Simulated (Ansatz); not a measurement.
Ansatz (a first-principles code) input (PBE/6-31G* with LANL2DZ past Ar): The .json file joins the Basis Set Exchange's 6-31G* for atoms up to Ar and LANL2DZ past it.

Ansatz 0.2 input:
```yaml
crystal:
  periodic: [false, false, false]
  atoms:
    - {symbol: Ti, position_ang: [-0.00000000, 0.00000000, -0.00000000]}
    - {symbol: F, position_ang: [-1.51471200, -0.93382900, 0.02815800]}
    - {symbol: F, position_ang: [0.01926700, 1.64401300, -0.68120100]}
    - {symbol: F, position_ang: [1.49544500, -0.71018300, 0.65304300]}
basis:
  gaussian:
    orbitals: 6-31Gs+LANL2DZ.json
hamiltonian:
  xc: {name: PBE}
magnetization: {spin_polarized: true, initial_magnetization: 1}
output: {forces: true}
```

Output:

```
Functional definition: PBE
integrals: 0.02 GiB planned
694 factors; their error is unknown
mean field: 0.19 GiB planned
mean field evaluation 1: about -9725.5396 eV, gradient 3.4e1 eV
mean field evaluation 2: about -9689.6053 eV, gradient 1.2e2 eV
mean field evaluation 4: about -9728.4588 eV, gradient 1.1e1 eV
mean field evaluation 8: about -9728.9433 eV, gradient 5.2e-2 eV
mean field evaluation 16: about -9728.0026 eV, gradient 4.7e0 eV
mean field evaluation 32: about -9728.1873 eV, gradient 6.8e-1 eV
mean field -9728.94331982 eV, -357.5320724889 hartree, gradient 9.2e-6 eV, S^2 0.752455; 7 other end points of the search recorded, 0 dependent functions left out
the calculation of the forces begins
reference -9728.94345530 eV, -357.5320774677 hartree; 20, 19 occupied and 47, 48 virtual orbitals, 694 factors
Total energy: -9728.94345530 eV, -357.5320774677 hartree
Atom 0 at    -0.000000     0.000000    -0.000000 Å, force    -0.000016    -0.000010     0.000000 eV/Å
Atom 1 at    -1.514712    -0.933829     0.028158 Å, force     0.502622     0.309870    -0.009344 eV/Å
Atom 2 at     0.019267     1.644013    -0.681201 Å, force    -0.006354    -0.545572     0.226069 eV/Å
Atom 3 at     1.495445    -0.710183     0.653043 Å, force    -0.496252     0.235713    -0.216726 eV/Å
Dipole moment:    -0.000000    -0.000000     0.000000 e Å
```

The geometry given is a B3LYP-D3(BJ)/def2-TZVP minimum.
